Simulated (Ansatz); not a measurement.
```yaml
crystal:
  periodic: [true, true, true]
  atoms:
    - {symbol: F, position_ang: [0.302665, -1.479654, 1.421724]}
    - {symbol: Ga, position_ang: [-1.470866, -1.967116, 0.890789]}
    - {symbol: C, position_ang: [0.421794, 0.873838, -0.551643]}
    - {symbol: S, position_ang: [-1.137215, 0.512739, -1.075343]}
    - {symbol: H, position_ang: [1.004722, 1.750672, -0.997462]}
    - {symbol: H, position_ang: [0.922999, 0.242427, 0.263320]}
basis:
  gaussian: {orbitals: def2-mTZVPP}
hamiltonian: {xc: {name: HF}, pseudopotentials: {relativity: scalar}}
correlation: {method: bccd_t, diis_vectors: 1}
scf: {lower_state_search: off}
```

```sh
$ ansatz run in.yaml --threads 2 --pin off --events-out ev --progress --plain --max-ram 4352MiB
```

Output, abridged:

```
Error: YAML parse error: error: line 2 column 3: crystal: missing field `lattice` (a structure is typed as `lattice` and `atoms`, a molecule's as `atoms` in Å alone, or read from a run's directory, `checkpoint`)
 --> <input>:2:3
1 | crystal:
2 |   periodic: [true, true, true]
3 |   atoms:
4 |     - {symbol: F, position_ang: [0.302665, -1.479654, 1.421724]}
```

In this input the molecule is marked periodic without a cell. The input was rejected before any iteration.
